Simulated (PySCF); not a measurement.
Job file and geometry (Å, from GFN2-xTB) of a spin–spin coupling run on `FC[C@@H](C#CBF)Br`, C4H4BBrF2, B3LYP/pcJ-1 Br:pcSseg-1 indirect spin-spin coupling, non-relativistic, gas phase in PySCF; density fitting, a coarse starting grid and PySCF grid level 2 are the driver's defaults:

```
$ OMP_NUM_THREADS=1 python probes_run.py task.json out

{"job": {"kind": "j", "xc": "B3LYP", "basis": "pcJ-1"}, "charge": 0, "multiplicity": 1}
F      3.188478    -1.891352    -0.300864
B      2.961691    -0.602457    -0.198102
C      1.538949    -0.111310    -0.037563
C      0.408284     0.285295     0.114881
C     -0.938376     0.768282     0.253446
Br    -1.192477     2.377301    -0.876939
C     -1.985725    -0.259667    -0.171480
F     -2.000310    -1.289106     0.728314
H      3.881353     0.125527    -0.237727
H     -1.121976     1.098764     1.280167
H     -2.988296     0.181408    -0.176698
H     -1.750395    -0.683372    -1.153262
```

Q: Write the output of this run.

A: 
```
coarse grid: 53720 points
cycle   1  E = -2953.1866167594  dE = -2.879e-01  |g| = 1.016e+00  |ddm| = 3.487e+00
cycle   2  E = -2953.0214419096  dE =  1.652e-01  |g| = 1.281e+00  |ddm| = 1.497e+00
cycle   3  E = -2953.2552918276  dE = -2.338e-01  |g| = 3.829e-01  |ddm| = 1.146e+00
cycle   4  E = -2953.2774147355  dE = -2.212e-02  |g| = 2.016e-01  |ddm| = 3.669e-01
cycle   5  E = -2953.2867925358  dE = -9.378e-03  |g| = 3.821e-02  |ddm| = 1.524e-01
cycle   6  E = -2953.2870294540  dE = -2.369e-04  |g| = 9.122e-03  |ddm| = 2.972e-02
cycle   7  E = -2953.2870489457  dE = -1.949e-05  |g| = 2.127e-03  |ddm| = 1.210e-02
cycle   8  E = -2953.2870498067  dE = -8.610e-07  |g| = 9.899e-04  |ddm| = 2.599e-03
final grid: 113816 points
cycle   9  E = -2953.2869624314  dE =  1.693e-07  |g| = 1.553e-03  |ddm| = 2.449e-03
cycle  10  E = -2953.2869619053  dE =  5.261e-07  |g| = 2.441e-03  |ddm| = 2.393e-03
cycle  11  E = -2953.2869627793  dE = -8.739e-07  |g| = 2.420e-04  |ddm| = 1.489e-03
cycle  12  E = -2953.2869627931  dE = -1.383e-08  |g| = 4.330e-05  |ddm| = 1.834e-04
cycle  13  E = -2953.2869627935  dE = -4.584e-10  |g| = 5.562e-06  |ddm| = 3.935e-05
converged SCF energy = -2953.2869627935

Indirect spin-spin couplings (Hz)
  i      j    bonds     total        FC       PSO       DSO        SD
  0 F    1 B    1   -153.770   -83.426   -68.970     0.409    -1.784
  0 F    2 C    2     26.342    30.102    -4.097    -0.035     0.371
  0 F    3 C    3      9.451     9.727    -3.518    -0.197     3.438
  0 F    4 C    4     -2.222    -2.531     0.302    -0.074     0.081
  0 F    6 C    5      2.836     3.086    -0.074    -0.044    -0.133
  0 F    7 F    6     -0.297     0.335    -0.458    -0.032    -0.143
  0 F    8 H    2     65.600    72.156    -6.177    -1.584     1.206
  0 F    9 H    5      2.449     2.697     0.271    -0.513    -0.006
  0 F   10 H    6      0.672     0.930     0.418    -0.653    -0.023
  0 F   11 H    6     -0.531    -0.220    -0.303     0.088    -0.097
  1 B    2 C    1    110.356   111.795    -1.937     0.294     0.204
  1 B    3 C    2     22.853    20.263     1.807    -0.090     0.873
  1 B    4 C    3      1.257     1.135     0.104    -0.022     0.040
  1 B    6 C    4     -0.633    -0.632     0.028    -0.023    -0.006
  1 B    8 H    1    167.386   167.052    -1.351     1.011     0.673
  1 B    9 H    4     -0.957    -1.005     0.183    -0.147     0.012
  2 C    3 C    1    168.555   162.702     5.672     0.181         -
  2 C    4 C    2     10.217    10.421    -0.143    -0.061         -
  2 C    6 C    3      1.598     1.600     0.023    -0.026         -
  2 C    7 F    4     -0.289     0.223    -0.133    -0.066    -0.314
  2 C    8 H    2     24.674    24.884    -0.149    -0.061         -
  2 C    9 H    3      3.324     2.824     0.773    -0.273         -
  2 C   10 H    4      1.270     1.191     0.436    -0.357         -
  3 C    4 C    1     80.595    82.829    -2.584     0.350         -
  3 C    6 C    2     -2.640    -2.580    -0.147     0.087         -
  3 C    7 F    3     -0.018    -0.319     0.023     0.143     0.136
  3 C    8 H    3      4.246     3.563     0.921    -0.239         -
  3 C    9 H    2     -7.176    -7.125    -0.212     0.160         -
  3 C   10 H    3     10.123    10.073     0.380    -0.330         -
  3 C   11 H    3      4.956     4.789    -0.135     0.302         -
  4 C    6 C    1     42.328    42.679    -0.712     0.362         -
  4 C    7 F    2     17.471    22.440    -4.407     0.200    -0.762
  4 C    8 H    4      0.321     0.282     0.134    -0.095         -
  4 C    9 H    1    166.701   165.441    -0.236     1.495         -
  4 C   10 H    2     -0.623    -0.726    -0.127     0.230         -
  4 C   11 H    2     -1.415    -1.540    -0.085     0.210         -
  6 C    7 F    1   -242.588  -286.038    21.874     0.796    20.781
  6 C    8 H    5      0.696     0.703     0.130    -0.138         -
  6 C    9 H    2     -6.229    -6.341    -0.045     0.157         -
  6 C   10 H    1    163.101   162.368    -0.495     1.229         -
  6 C   11 H    1    163.953   163.268    -0.540     1.226         -
  7 F    8 H    6      0.250     0.232     0.527    -0.517     0.008
  7 F    9 H    3      8.941     7.583     1.365     0.386    -0.392
  7 F   10 H    2     53.077    48.218     9.309    -0.920    -3.530
  7 F   11 H    2     52.513    47.554     9.338    -0.914    -3.464
  9 H   10 H    3      4.874     4.379     0.238     0.257         -
  9 H   11 H    3     12.716    12.478     2.602    -2.364         -
 10 H   11 H    2     -9.044    -9.596     2.146    -1.594         -
```

Size and cost of the density-fitted run: 270 basis functions, 55 s wall time on 1 thread of an Intel Xeon 6975P-C, shared host; peak memory 1.1 GiB.
